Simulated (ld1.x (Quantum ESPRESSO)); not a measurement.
**Configuration tests for tin (TM)**

tin, norm-conserving Troullier–Martins (Kleinman–Bylander form), made with ld1.x (Quantum ESPRESSO) 7.5 (PBE, scalar-relativistic). Core [Kr] 4d10, reference 5s2 5p1 (charge +1). Waves: 5p (bound): rc 2.60 bohr; 5s (bound): rc 1.45 bohr. Local part: the s channel. Core correction: Bessel-smoothed model core inside 1.28 bohr.

Energies are relative to the spin-unpolarised reference configuration 5s2 5p1; without spin polarisation the order of configurations can differ from experiment.

```
valence configuration  charge  ΔE all-electron (eV)  error AE − PS (meV)
              5s2 5p2       0                -6.875                 -4.8
            5s2 5p2.3    -0.3                -7.724                 -6.6
              5s1 5p2      +1                 7.649                  -27
            5s2 5p1.5    +0.5                -4.259                 -1.4
              5s0 5p4       0                 7.311                 -105
```

Problem. What are ΔE and the potential's error for 5s2 5p0?

Solution. ΔE = 13.952 eV all-electron; the error (AE − PS) is -25 meV.

Problem. What are ΔE and the potential's error for 5s1 5p0?

Solution. ΔE = 44.924 eV all-electron; the error (AE − PS) is -212 meV.

Note: ghost state, extra bound levels that the all-electron valence spectrum of the same l lacks: d at -4.0 eV. A true bound ghost makes a file unfit for plane-wave use.
